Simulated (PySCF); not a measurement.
**C₆ coefficients of unlike pairs at BHandHLYP**

Calculated with PySCF 2.14 from the dipole response of each species, C₆(A,B) = (3/π) ∫ α_A(iu) α_B(iu) du, in atomic units, from isotropic polarisabilities. For ions this is the dispersion term alone; charge-induced terms of lower order in 1/R come first.

```csv
species,configuration,basis,relativity,α (bohr³),C₆ (like pair)
F,[He] 2s2 2p5 (2P),aug-cc-pVQZ-DK (6s5p4d3f2g),spin-free X2C,3.545,9.417
Ge³⁺,[Ar] 3d10 4s1 (2S),"aug-cc-pVTZ-PP with one added diffuse shell each of s, d, f type with ECP10MDF (7s5p5d3f)",core potential,6.151,13.14
Cr³⁺,[Ar] 3d3 (4F),aug-cc-pVDZ-DK (7s6p4d2f),spin-free X2C,1.872,4.466
```

Estimate C₆ for Cr³⁺ with F.

The integral gives 6.297. The combination rule 2 C_A C_B / (C_A α_B/α_A + C_B α_A/α_B) gives 6.263 and the geometric mean 6.485.

No spin-orbit coupling is included.

The other pairs:

| pair | C₆ |
| --- | --- |
| Ge³⁺, F | 10.49 |
| Cr³⁺, Ge³⁺ | 6.519 |
